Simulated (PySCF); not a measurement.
## Electron correlation in In³⁸⁺ (indium, charge +38)

[Ne] 3s1, 2S determinant. All numbers are calculated (PySCF 2.14, the spin-free X2C one-electron Hamiltonian (Gaussian nucleus), in an uncontracted even-tempered set (18 s from 6.6 bohr⁻², ratio 2.5; 12 p from 8.6 bohr⁻², ratio 2.5; 4 d from 32 bohr⁻², ratio 2.7; 4 f from 48 bohr⁻², ratio 2.7)). Frozen: 1s2; 9 electrons correlated; the 22 highest virtual orbitals of each spin left out.

```tsv
level	correlation energy (mhartree)
CCSD	-332.16
(T)	-0.12
CCSD(T)	-332.28
```

Diagnostics: T1 = 8.9e-05, D1 = 0.0003, largest double amplitude 0.003.

Problem. Is a single reference adequate?

Solution. Yes, within this model without spin-orbit coupling: T1 lies below 0.03 and no double amplitude reaches 0.07.

At this charge the one-electron X2C treatment keeps the bare 1/r₁₂, with no two-electron picture change or Breit term. The effect here is smaller than on the frozen 1s shell; and a scalar Hamiltonian misses the large spin-orbit splitting of the p shells, which matters for ns² → np² pairs.
